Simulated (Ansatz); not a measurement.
Consider the isomerisation: `C#[C][AlH][GeH3]` → `[GeH3][Al]1[CH]=[CH]1`.

Isolated molecules relaxed with PBE0-D4/def2-TZVP in Ansatz; ΔE leaves out vibrations. CCSD(T)/CBS adds triple-zeta CCSD(T) − MP2 to the extrapolated MP2 energy (def2 sets, frozen cores). Functionals use def2-TZVPP. B3LYP here is the variant with VWN-RPA as its local correlation; programs differ in this. HSE06 is defined as in plane-wave codes. For Ge outer-core shells are correlated without core-valence functions, which leaves a few kJ/mol of doubt a bond. Scalar relativity is left out up to krypton.

**Question.** Is it downhill or uphill in electronic energy at CCSD(T)/CBS, and by how much? (Best estimate.)

**Answer.** Ansatz gave: Uphill: ΔE = +36.2 kJ/mol.

**Question.** What do these levels give: LDA (SPW92), r2SCAN0-D4, BHLYP-D4, PBE-QIDH, revPBE, B3LYP, r2SCAN0, HSE06, CCSD/def2-SVP, CCSD(T)/def2-TZVPP, HF/CBS(def2), CCSD/CBS(def2)? (Estimate.)

**Answer.** The calculation gave: LDA (SPW92) -7.5, r2SCAN0-D4 14.9, BHLYP-D4 36.1, PBE-QIDH 18.9, revPBE 19.2, B3LYP 36.2, r2SCAN0 14.8, HSE06 10.4, CCSD/def2-SVP 34.2, CCSD(T)/def2-TZVPP 36.2, HF/CBS(def2) 56.4, CCSD/CBS(def2) 39.2 kJ/mol.

Largest T1 diagnostic among the species: 0.013.

In def2-TZVPP, CCSD(T) changes the Hartree–Fock value by −20.3 kJ/mol (the triples alone add −3.0 kJ/mol) and MP2 by −18.8 kJ/mol. From BLYP to BHLYP (50 % exact exchange), in def2-TZVPP and without D4, ΔE moves by −4.5 kJ/mol.
